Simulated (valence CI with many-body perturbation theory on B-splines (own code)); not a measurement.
**Dy50+ in brief**

Method: relativistic CI+MBPT: six valence electrons over a frozen Dirac-Fock core [Ne], a basis of 9 s, 9 p, 8 d, 6 f, 3 g, 1 h functions for each j, with the one-electron correlation potential Σ1 (screened to all orders), the two-electron term Σ2, the three-electron term Σ3, Breit, model QED; selected single and double excitations, second order for the rest, scaled by the run's own slope (own B-spline code, finite nucleus).

The last digits are not significant, and no measured levels were compared; by estimate large intervals hold to a few tenths of a per cent, small ones and those within an open d or f shell to about a per cent. Among the levels kept, up to 1100 cm⁻¹ of a level comes from second order outside the variational space, and about a tenth of that is noise between levels of different J, which matters for small intervals.

Levels are named by their leading jj configuration (3d3/2^4 stands for four electrons in 3d with j = 3/2), which in mixed levels can hold well under half, so a name can repeat and another be missing.

Rates and lifetimes use the calculated energies. Strong lines usually hold to 10 to 20 %, long lifetimes can be off by a factor of two.

Question: What is the ground level?

Answer: (3s^2 3p1/2^2 3p3/2^2) J=2, composition 69 % 3s2 3p4 3P + 30 % 3s2 3p4 1D, g = 1.338.

Question: What are the static dipole polarisabilities of the lowest levels?

Answer: (3s^2 3p1/2^2 3p3/2^2) J=2 0.00545 (tensor 3.5e-05); (3s^2 3p1/2^2 3p3/2^2) J=0 0.00543 bohr³, of which the core gives 7.55e-05.

Question: Among levels below 3984.5 × 10³ cm⁻¹, which E1 lines absorb most strongly from the ground level?

Answer: to (3s^2 3p1/2 3p3/2^2 3d3/2) J=3 at 2.870 nm, f = 0.234; to (3s^2 3p1/2 3p3/2^2 3d3/2) J=2 at 2.835 nm, f = 0.229; to (3s^2 3p1/2 3p3/2^2 3d3/2) J=1 at 2.813 nm, f = 0.151.

Question: What is the ionisation energy?

Answer: 4524.8 eV; NIST lists 4523 ± 4 eV (theoretical).

Question: How well does LS coupling describe the low levels?

Answer: Among the lowest 20 levels the leading LS term, summed over configurations, holds 51 % on average. For single configurations the figures are 49 % in LS and 94 % in jj coupling. Terms mix most in the J = 3 level at 1692.1 × 10³ cm⁻¹, where the leading one holds 28 %.

Question: Name the longest-lived excited levels whose lifetime is computed, and their main decay.

Answer: (3s^2 3p1/2^2 3p3/2^2) J=0 at 136.54 × 10³ cm⁻¹ lives 90.9 ms, mostly by E2 to (3s^2 3p1/2^2 3p3/2^2) J=2; (3s^2 3p1/2^2 3p3/2 3d3/2) J=0 at 1690.1 × 10³ cm⁻¹ lives 33.2 μs, mostly by E1 to (3s^2 3p1/2 3p3/2^3) J=1; (3s^2 3p1/2^2 3p3/2 3d5/2) J=4 at 2039.0 × 10³ cm⁻¹ lives 1.95 μs, mostly by M1 to (3s^2 3p1/2^2 3p3/2 3d3/2) J=3.

Question: Where does the other parity begin?

Answer: At (3s^2 3p1/2^2 3p3/2 3d3/2) J=2, 1631.2 × 10³ cm⁻¹.
